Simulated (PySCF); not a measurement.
Compound: C₈H₁₀OSi.
Atom-mapped SMILES: `[CH:1]1=[CH:2][C@H:3]([c:4]2[cH:5][cH:6][cH:7][o:8]2)[SiH2:9][CH2:10]1`

Definitions: NICS(0) = −σiso at the ring centroid; NICS(1) = −σiso and NICS(1)zz = −σzz at ±1 Å along the ring normal z. Level: GIAO PBE0/pcSseg-1 (PySCF, non-relativistic, gas phase) on the GFN2-xTB geometry, one conformer.

Ring bond lengths (Å), with Mayer bond orders in brackets: C1–C2 1.321 (1.89), C2–C3 1.504 (1.03), C3–Si9 1.927 (0.82), Si9–C10 1.908 (0.90), C10–C1 1.500 (1.04); C4–C5 1.365 (1.56), C5–C6 1.417 (1.26), C6–C7 1.358 (1.62), C7–O8 1.349 (1.08), O8–C4 1.351 (1.04).

Give the NICS values of each ring in ppm.

```csv
ring,type,NICS(0),"NICS(1), two faces","NICS(1)zz, two faces",rms pucker (Å),"centre to ring atoms, mean (Å)"
C1–C2–C3–Si9–C10,"5-membered ring with Si; formal bonds 1 double, 4 single",-2.2,-2.5 / -3.1,-1.8 / -3.1,0.02,1.38
C4–C5–C6–C7–O8,5-membered ring with O; formal bonds all aromatic,-11.4,-9.8 / -10.0,-24.8 / -25.5,0.00,1.16
```

What can be read from them?

- C1–C2–C3–Si9–C10: mean NICS(1)zz -2.4 ppm, near zero. C3, Si9, C10 have four or more neighbours, so the value isn't read as a sign of a π ring current.
- C4–C5–C6–C7–O8: mean NICS(1)zz -25.2 ppm, shielded. The ring is flat and has no four-coordinate atom; by the NICS criterion it is aromatic.

How equal are the bonds by HOMA? HOMA = 1 − mean of α(R − Ropt)² over the ring bonds, with Krygowski's 1993 parameters (CC: Ropt 1.388 Å, α 257.7 Å⁻²; CO: Ropt 1.265 Å, α 157.38 Å⁻²).

- C4–C5–C6–C7–O8: HOMA 0.43; the largest term is that of O8–C4, α(R − Ropt)² = 1.16.
